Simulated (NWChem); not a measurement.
System meant: SiNH4Cl; SMILES N[SiH2]Cl

Input file for NWChem:

```
start job
memory heap 200 mb stack 900 mb global 1100 mb
geometry units angstroms noautosym nocenter noautoz
  Si     0.573183    -0.501757     0.045112
  N     -0.611084    -1.741851     0.139484
  Cl    -0.145806     1.425401    -0.382783
  H      1.500642    -0.836478    -1.056613
  H      1.234899    -0.398528     1.363255
  H     -1.245458    -1.776694     0.929251
  H     -1.066280    -2.072123    -0.703767
end
basis spherical
  Si library def2-svp
  N library def2-svp
  Cl library def2-svp
  H library def2-svp
end
dft
  xc m06-l
  iterations 150
end
property
  shielding 5 1 2 3 4 6
end
task dft property
```

End of the output:

```
 Vector   24  Occ=0.000000D+00  E= 6.620953D-02
              MO Center=  2.8D-01, -6.9D-01,  4.7D-02, r^2= 4.2D+00
   Bfn.  Coefficient  Atom+Function         Bfn.  Coefficient  Atom+Function
  ----- ------------  ---------------      ----- ------------  ---------------
    13      1.416493  1 Si pz                52      1.056735  4 H  s
    57     -1.057793  5 H  s                 62     -0.518620  6 H  s
    67      0.518932  7 H  s                 10      0.312695  1 Si pz
    45     -0.260282  3 Cl pz                12      0.255955  1 Si py
    17      0.182402  1 Si d  1              61     -0.170784  6 H  s

 center of mass
 --------------
 x =   0.06551022 y =   0.14683148 z =  -0.22481332

 moments of inertia (a.u.)
 ------------------
         489.727145171492          -7.388556126102          -5.370996298726
          -7.388556126102         108.049321888174          79.340442350362
          -5.370996298726          79.340442350362         535.821312626287

     Multipole analysis of the density
     ---------------------------------

     L   x y z        total         alpha         beta         nuclear
     -   - - -        -----         -----         ----         -------
     0   0 0 0     -0.000000    -21.000000    -21.000000     42.000000

     1   1 0 0     -0.347912     -1.772735     -1.772735      3.197558
     1   0 1 0     -0.792759     -0.330654     -0.330654     -0.131451
     1   0 0 1      0.105418      4.179142      4.179142     -8.252866

     2   2 0 0    -22.907030    -36.522277    -36.522277     50.137523
     2   1 1 0      2.189177     -3.487554     -3.487554      9.164286
     2   1 0 1     -0.267906     -0.857286     -0.857286      1.446666
     2   0 2 0    -25.683329   -133.564827   -133.564827    241.446325
     2   0 1 1      0.812013     20.306313     20.306313    -39.800613
     2   0 0 2    -23.620987    -24.290043    -24.290043     24.959099

          -----------------------------------------
          Chemical Shielding Tensors (GIAO, in ppm)
          -----------------------------------------

 ------------------------------------------------------------------------
  xm06: d2 not coded                    0
 ------------------------------------------------------------------------
 ------------------------------------------------------------------------
  current input line :
    25: task dft property
 ------------------------------------------------------------------------
 ------------------------------------------------------------------------
 This error has not yet been assigned to a category
 ------------------------------------------------------------------------
 For more information see the NWChem manual at https://nwchemgit.github.io

0: xm06: d2 not coded:Received an Error in Communication
```

### Question
Find the fault in this run and fix the input.

### Answer
The run crashed. Cause: this functional's second derivatives, which shieldings need, aren't coded here; the fix takes a hybrid GGA instead. This input runs:
```
start job
memory heap 200 mb stack 900 mb global 1100 mb
geometry units angstroms noautosym nocenter noautoz
  Si     0.573183    -0.501757     0.045112
  N     -0.611084    -1.741851     0.139484
  Cl    -0.145806     1.425401    -0.382783
  H      1.500642    -0.836478    -1.056613
  H      1.234899    -0.398528     1.363255
  H     -1.245458    -1.776694     0.929251
  H     -1.066280    -2.072123    -0.703767
end
basis spherical
  * library def2-svp
end
dft
  xc pbe0
  iterations 150
end
property
  shielding 5 1 2 3 4 6
end
task dft property
```
It converges to -806.30484 Ha (PBE0/def2-SVP, GIAO).
